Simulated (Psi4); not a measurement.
C₄H₁₂GeO₄ (SMILES C[O][Ge]([O]C)([O]C)[O]C), singlet, geometry from GFN2-xTB; HF/STO-3G (Psi4 1.11).

Psi4 was given this input:
```
memory 2 GB

molecule {
0 1
  C    -0.78775469   -2.35624119   -1.34657298
  O    -0.64649304   -0.94312365   -1.32153947
  Ge   -0.00000000    0.00000000    0.00000000
  O    -0.41482907    1.66116832   -0.34976952
  C    -1.66053864    2.12112988   -0.85387837
  O    -0.67277475   -0.69291026    1.45641737
  C    -0.23491654   -0.43366821    2.78252312
  O     1.73409685   -0.02513441    0.21489163
  C     2.68320987    0.66877953   -0.58207177
  H    -1.38822593   -2.58510075   -2.22816189
  H    -1.29410601   -2.71919049   -0.45241044
  H     0.18463016   -2.84483377   -1.42951724
  H    -2.43977528    2.05172014   -0.09288737
  H    -1.96700028    1.55167835   -1.73106519
  H    -1.50921302    3.16620457   -1.12785070
  H     0.84459073   -0.55243389    2.87312822
  H    -0.51070878    0.57499919    3.09503465
  H    -0.74007369   -1.16373829    3.41652260
  H     2.76585391    0.21811445   -1.57263004
  H     2.41651556    1.71994603   -0.68965259
  H     3.63751263    0.58263447   -0.06051000
}

set basis sto-3g

energy('scf')
print_variables()
```

Task: What does Psi4 print? Leave out banner, timings and long lists.

Result: 
```
   => Loading Basis Set <=

    Name: STO-3G
    Role: ORBITAL
    Keyword: BASIS

         ---------------------------------------------------------
                                   SCF
               by Justin Turney, Rob Parrish, Andy Simmonett
                          and Daniel G. A. Smith
                              RHF Reference
         ---------------------------------------------------------

  ==> Geometry <==

    Molecular point group: c1
    Full point group: C1

    Geometry (in Angstrom), charge = 0, multiplicity = 1:

       Center              X                  Y                   Z               Mass
    ------------   -----------------  -----------------  -----------------  -----------------
         C           -0.787754689192    -2.356241190657    -1.346572980859    12.000000000000
         O           -0.646493039192    -0.943123650657    -1.321539470859    15.994914619570
         GE           0.000000000808    -0.000000000657    -0.000000000859    73.921177761000
         O           -0.414829069192     1.661168319343    -0.349769520859    15.994914619570
         C           -1.660538639192     2.121129879343    -0.853878370859    12.000000000000
         O           -0.672774749192    -0.692910260657     1.456417369141    15.994914619570
         C           -0.234916539192    -0.433668210657     2.782523119141    12.000000000000
         O            1.734096850808    -0.025134410657     0.214891629141    15.994914619570
         C            2.683209870808     0.668779529343    -0.582071770859    12.000000000000
         H           -1.388225929192    -2.585100750657    -2.228161890859     1.007825032230
         H           -1.294106009192    -2.719190490657    -0.452410440859     1.007825032230
         H            0.184630160808    -2.844833770657    -1.429517240859     1.007825032230
         H           -2.439775279192     2.051720139343    -0.092887370859     1.007825032230
         H           -1.967000279192     1.551678349343    -1.731065190859     1.007825032230
         H           -1.509213019192     3.166204569343    -1.127850700859     1.007825032230
         H            0.844590730808    -0.552433890657     2.873128219141     1.007825032230
         H           -0.510708779192     0.574999189343     3.095034649141     1.007825032230
         H           -0.740073689192    -1.163738290657     3.416522599141     1.007825032230
         H            2.765853910808     0.218114449343    -1.572630040859     1.007825032230
         H            2.416515560808     1.719946029343    -0.689652590859     1.007825032230
         H            3.637512630808     0.582634469343    -0.060510000859     1.007825032230

  Running in c1 symmetry.

  Rotational constants: A =      0.03625  B =      0.03625  C =      0.03415 [cm^-1]
  Rotational constants: A =   1086.77506  B =   1086.77506  C =   1023.93563 [MHz]
  Nuclear repulsion =  895.682033867853079

  Charge       = 0
  Multiplicity = 1
  Electrons    = 100
  Nalpha       = 50
  Nbeta        = 50

  ==> Algorithm <==

  SCF Algorithm Type is DF.
  DIIS enabled.
  MOM disabled.
  Fractional occupation disabled.
  Guess Type is SAD.
  Energy threshold   = 1.00e-06
  Density threshold  = 1.00e-06
  Integral threshold = 1.00e-12

  ==> Primary Basis <==

  Basis Set: STO-3G
    Blend: STO-3G
    Number of shells: 44
    Number of basis functions: 70
    Number of Cartesian functions: 71
    Spherical Harmonics?: true
    Max angular momentum: 2

   => Loading Basis Set <=

    Name: (STO-3G AUX)
    Role: JKFIT
    Keyword: DF_BASIS_SCF

  ==> Integral Setup <==

  SCF_SUBTYPE=INCORE selected. In-core MEM_DF algorithm will be used.
  Using in-core AOs.

  ==> MemDFJK: Density-Fitted J/K Matrices <==

    J tasked:                   Yes
    K tasked:                   Yes
    wK tasked:                   No
    Algorithm:                 Core
    Schwarz Cutoff:           1E-12
    Mask sparsity (%):       4.0816
    Fitting Condition:        1E-10

   => Auxiliary Basis Set <=

  Basis Set: (STO-3G AUX)
    Blend: DEF2-UNIVERSAL-JKFIT
    Number of shells: 332
    Number of basis functions: 1090
    Number of Cartesian functions: 1339
    Spherical Harmonics?: true
    Max angular momentum: 5

  Minimum eigenvalue in the overlap matrix is 2.3080833739E-01.
  Reciprocal condition number of the overlap matrix is 1.0256958538E-01.
    Using symmetric orthogonalization.

  ==> Pre-Iterations <==

  SCF Guess: Superposition of Atomic Densities via on-the-fly atomic UHF (no occupation information).

   -------------------------
    Irrep   Nso     Nmo
   -------------------------
     A         70      70
   -------------------------
    Total      70      70
   -------------------------

  ==> Iterations <==

                           Total Energy        Delta E     RMS |[F,P]|

   @DF-RHF iter SAD: -2495.35782458658650   -2.49536e+03   0.00000e+00
   @DF-RHF iter   1: -2503.52571982407562   -8.16790e+00   9.52299e-03 DIIS/ADIIS
   @DF-RHF iter   2: -2503.80072134240618   -2.75002e-01   1.51508e-03 DIIS/ADIIS
   @DF-RHF iter   3: -2503.80990727107655   -9.18593e-03   3.97171e-04 DIIS/ADIIS
   @DF-RHF iter   4: -2503.81072016229973   -8.12891e-04   8.23645e-05 DIIS
   @DF-RHF iter   5: -2503.81075693253933   -3.67702e-05   1.25932e-05 DIIS
   @DF-RHF iter   6: -2503.81075800537019   -1.07283e-06   3.68469e-06 DIIS
   @DF-RHF iter   7: -2503.81075811753726   -1.12167e-07   9.19343e-07 DIIS
  Energy and wave function converged.

  ==> Post-Iterations <==

    Orbital Energies [Eh]
    ---------------------

    Doubly Occupied:

[...]
    Virtual:

[...]
    Final Occupation by Irrep:
              A
    DOCC [    50 ]
    NA   [    50 ]
    NB   [    50 ]

  @DF-RHF Final Energy: -2503.81075811753726

   => Energetics <=

    Nuclear Repulsion Energy =            895.6820338678530788
    One-Electron Energy =               -5289.1458314084366066
    Two-Electron Energy =                1889.6530394230469483
    Total Energy =                      -2503.8107581175372616

Computation Completed

Properties will be evaluated at   0.000000,   0.000000,   0.000000 [a0]

Properties computed using the SCF density matrix

 Multipole Moments:

 ------------------------------------------------------------------------------------
     Multipole            Electronic (a.u.)      Nuclear  (a.u.)        Total (a.u.)
 ------------------------------------------------------------------------------------

 L = 1.  Multiply by 2.5417464519 to convert [e a0] to [Debye]
 Dipole X            :          0.0000000            0.0000000            0.0000000
 Dipole Y            :         -0.0000000            0.0000000            0.0000000
 Dipole Z            :         -0.0000000            0.0000000           -0.0000000
 Magnitude           :                                                    0.0000000

 ------------------------------------------------------------------------------------

  Variable Map:
  ----------------------------------------------------------------------------
[...]
  Array Variable Map:
  ----------------------------------------------------------------------------
[...]
[...]
```
